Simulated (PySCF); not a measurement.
C4H5NO. Atoms are numbered in the order given.

```xyz
11

C      0.0550    -2.1109     0.0000
C      0.0144    -0.7747     0.0000
C     -1.1604     0.1268     0.0000
N     -0.8290     1.3558     0.0000
C      0.6148     1.3948     0.0000
O      1.0959     0.0490     0.0000
H     -0.8786    -2.6758     0.0000
H      1.0051    -2.6482     0.0000
H     -2.2016    -0.2135     0.0000
H      0.9843     1.9196    -0.8980
H      0.9843     1.9196     0.8980
```
Charge 0, spin multiplicity 1.

The structure is a stationary point at ωB97X-D3(BJ)/def2-SVP. One conformer was computed; it need not be the lowest.

Method: B3LYP/pcSseg-1 (PySCF).

GIAO shieldings, no solvent; atoms listed in one row are averaged. δ = σ(ref) − σ: ¹³C against TMS (σ = 181.3 ppm); ¹⁵N against NH3 (σ = 265.5 ppm); ¹⁷O against H2O (σ = 333.8 ppm); ¹H against TMS (σ = 31.68 ppm), references at their B3LYP-D3(BJ)/def2-TZVP geometries, non-relativistic.

| nucleus | atoms | count | δ (ppm) |
|---|---|---|---|
| ¹³C | C2 | 1 | 171.1 |
| ¹³C | C3 | 1 | 166.2 |
| ¹³C | C5 | 1 | 106.5 |
| ¹³C | C1 | 1 | 88.8 |
| ¹⁵N | N4 | 1 | 382.0 |
| ¹⁷O | O6 | 1 | 166.9 |
| ¹H | H9 | 1 | 7.63 |
| ¹H | H10, H11 | 2 | 6.25 |
| ¹H | H8 | 1 | 4.96 |
| ¹H | H7 | 1 | 4.69 |
